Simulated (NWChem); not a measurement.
System: C₂H₇NTe; SMILES N([TeH])(C)C

Input file for NWChem:

```
start job
memory heap 200 mb stack 900 mb global 1100 mb
geometry units angstroms
  Te    -0.288534     0.486020     0.310248
  H     -1.825710    -0.099270     0.223315
  N      0.360068    -1.209064    -0.693334
  C      1.302881    -2.006997     0.054179
  C      0.859967    -0.949734    -2.022911
  H      1.419256    -2.968940    -0.450959
  H      2.297365    -1.548097     0.134086
  H      0.912011    -2.185229     1.053565
  H      1.833947    -0.442687    -2.032488
  H      0.975418    -1.904554    -2.541594
  H      0.138271    -0.344614    -2.567307
end
basis spherical
  * library def2-svp
end
ecp
  Te library def2-ecp
end
dft
  xc xpbe96 cpbe96
  disp vdw 4
  iterations 150
end
driver
  maxiter 120
end
task dft optimize
```

No frequency run checked for a minimum. def2 effective core potentials on Te; no spin-orbit coupling.

The level has its own optimisation.

Task: What results follow from this input? (PBE-D3(BJ)/def2-SVP with def2 effective core potentials on Te.) Quantities: r H–Te (Å); r N–Te (Å); r C–N (Å); dipole (D).

Result: 
```json
{
 "r H–Te (Å)": "1.689",
 "r N–Te (Å)": "2.101",
 "r C–N (Å)": "1.456",
 "dipole (D)": "0.65"
}
```
